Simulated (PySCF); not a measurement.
# Working out the ionisation energy of Tl

Tl [Xe] 4f14 5d10 6s2 6p1 (2P) → Tl⁺ [Xe] 4f14 5d10 6s2 (1S). Computed with PySCF 2.14 in aug-cc-pwCVTZ-PP with ECP60MDF, with a scalar-relativistic core potential. Frozen: nothing. Energies in hartree (1 hartree = 27.21139 eV):

```json
{"part": "UHF", "Tl (lower)": "-171.515471", "Tl⁺ (upper)": "-171.331199"}
{"part": "MP2 opposite-spin", "Tl (lower)": "-0.465852", "Tl⁺ (upper)": "-0.461040"}
{"part": "MP2 same-spin", "Tl (lower)": "-0.235451", "Tl⁺ (upper)": "-0.229257"}
```

Question: What does Hartree-Fock give?

Answer: (-171.331199) − (-171.515471) = 0.184272 hartree = 5.014 eV.

Question: What do MP2 and SCS-MP2 (6/5 opposite-spin, 1/3 same-spin) give?

Answer: The opposite-spin parts differ by 0.131 eV and the same-spin parts by 0.169 eV. MP2: 5.014 + (0.131) + (0.169) = 5.314 eV. SCS-MP2: 5.014 + 1.2 × (0.131) + (0.169)/3 = 5.228 eV.

Measured between the centres of the two terms (NIST): 5.464 eV, so MP2 (valence and next inner shell) is off by -0.150 eV.

What remains against the reference includes basis incompleteness and correlation beyond second order.
